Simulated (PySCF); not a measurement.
# UHF on B⁺ (boron, charge +1)

Configuration: [He] 2s2, closed-shell 1S. Calculation: PySCF 2.14, in x2c-TZVPall; scalar relativity by spin-free X2C-1e.

```
Total energy                        : -24.243658 hartree
One-electron energy                 : -30.3632 hartree
Hartree (Coulomb) energy            : 9.6130 hartree
Exchange energy                     : -3.4935 hartree
⟨S²⟩                                : 0.0000
⟨L²⟩                                : 0.000
Sum of ⟨r⟩                          : 4.247 bohr
Sum of ⟨r²⟩                         : 7.936 bohr²
Langevin diamagnetic susceptibility : -6.29 ×10⁻⁶ cm³/mol
Time after the integrals            : 0.04 s of wall time on 1 thread of Neoverse-V2 (shared host)
```

| shell | electrons | mean orbital energy (hartree) | rms radius, mean of both spins (bohr) |
| --- | --- | --- | --- |
| 1s | 2 | -8.18812 | 0.378 |
| 2s | 2 | -0.87393 | 1.96 |
